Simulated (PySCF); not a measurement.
Br2Si (SMILES Br[Si]Br), singlet, at a GFN2-xTB geometry. Base run: PySCF with PBE0/6-31G.

Here is a job for PySCF.
```python
from pyscf import gto, scf, dft

mol = gto.M(
    atom='''
Si   -0.02306863   -0.00441753    1.20707901
Br    0.95296278   -1.45162520   -0.22860751
Br   -0.94373533    1.45339221   -0.25422409
''',
    basis='6-31g',
    verbose=4,
)

mf = dft.RKS(mol)
mf.xc = 'pbe0'
mf.kernel()
```

Variants of this job, named by their change:

```json
[
 {"change": "base", "ΔE vs base (mEh)": "0.000", "fitting functions": "-", "dipole (D)": "1.60"},
 {"change": "auxbasis = cc-pvqz-jkfit", "ΔE vs base (mEh)": "-0.107", "fitting functions": "584", "dipole (D)": "1.60"},
 {"change": "only_dfj = on; auxbasis = def2-universal-jfit", "ΔE vs base (mEh)": "-0.347", "fitting functions": "167", "dipole (D)": "1.60"},
 {"change": "auxbasis = autoaux", "ΔE vs base (mEh)": "?", "fitting functions": "660", "dipole (D)": "?"},
 {"change": "auxbasis = def2-universal-jkfit", "ΔE vs base (mEh)": "0.021", "fitting functions": "660", "dipole (D)": "1.60"},
 {"change": "auxbasis = cc-pvtz-ri", "ΔE vs base (mEh)": "?", "fitting functions": "454", "dipole (D)": "?"},
 {"change": "auxbasis = def2-svp-ri", "ΔE vs base (mEh)": "?", "fitting functions": "?", "dipole (D)": "?"},
 {"change": "auxbasis = default (with mf = mf.density_fit())", "ΔE vs base (mEh)": "341.2", "fitting functions": "454", "dipole (D)": "1.60"},
 {"change": "auxbasis = def2-tzvp-ri", "ΔE vs base (mEh)": "-14598.9", "fitting functions": "431", "dipole (D)": "1.55"},
 {"change": "exchange = seminumerical (SGX) (with mf = sgx.sgx_fit(mf, auxbasis='def2-universal-jfit'); with mf.with_df.dfj = True)", "ΔE vs base (mEh)": "-0.364", "fitting functions": "167", "dipole (D)": "1.60"}
]
```

Complete the blanks.


- auxbasis = autoaux, ΔE vs base (mEh): 0.151
- auxbasis = autoaux, dipole (D): 1.59
- auxbasis = cc-pvtz-ri, ΔE vs base (mEh): -15786.0
- auxbasis = cc-pvtz-ri, dipole (D): 1.54
- auxbasis = def2-svp-ri, ΔE vs base (mEh): -14318.3
- auxbasis = def2-svp-ri, fitting functions: 316
- auxbasis = def2-svp-ri, dipole (D): 1.56

A fitting set is made for a task (jfit for Coulomb, jkfit for Coulomb and exchange, ri for correlation) and for a family of orbital bases.
